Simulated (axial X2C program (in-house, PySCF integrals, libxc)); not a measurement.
**FeSi⁺: from the spin-free to the two-component result**

Computed with an axial X2C code built on PySCF integrals. Spin-free means the one-electron spin-free X2C Hamiltonian; two-component (2c) means X2C with spin–orbit coupling and atomic mean-field two-electron Coulomb and Gaunt terms, so the difference of the two also holds small scalar two-electron terms. Basis: Fe dyall-cv3z [9s10p6d3f2g], Si dyall-v3z [8s7p2d1f] (cores contracted in-house); Gaussian nuclei, density fitting, unrestricted open shells. Masses: Fe 55.935 u, Si 27.977 u.

Spin-free state: M_S = 3/2, Λ = 0 (beyond evenly filled blocks: σα, δ+α, δ-α); fragments Fe+ + Si.

```json
{"level": "r2SCAN0", "Re (Å)": "2.225", "ωe (cm⁻¹)": "401.6", "De (eV)": "2.383", "μ (D)": "-0.47"}
```

Dipoles are positive if Si is the positive end and refer to the centre of mass.

Two-component determinant lowest at the distance of the search:

Ω = 3/2 (⟨Sz⟩ = 1.50, ⟨Lz⟩ = 0.00 at r2SCAN0); fragments Fe+ + Si.

| level | Re (Å) | ωe (cm⁻¹) | μ (D) |
| --- | --- | --- | --- |
| r2SCAN0 | 2.225 | 401.0 | -0.47 |

Q: From the two tables, how do the constants change at the r2SCAN0 level (2c against spin-free)?

A: At the r2SCAN0 level Re is unchanged within 0.001 Å and ωe drops by 0.6 cm⁻¹.

Occupations by symmetry block were frozen at the best pattern of an incomplete PBE0 search. De is counted from the lowest determinant-based energies of the atoms at the same level, without counterpoise correction. De is not given where an atomic determinant may have missed its ground term or J level, or where the truncated virtual space spoils (T). Density functionals use the spin component along the axis (collinear). Without a current term, density functionals place determinants with orbital angular momentum somewhat too high. With several unpaired electrons one determinant need not be a pure state. Some points did not converge and are left out. This is the top spin component of a Σ state; components of lower Ω are not single determinants and can lie lower. The determinant is spin-polarised beyond a pure state at some levels (its spin-free form has ⟨S²⟩ too high), which makes Re and μ there less reliable.
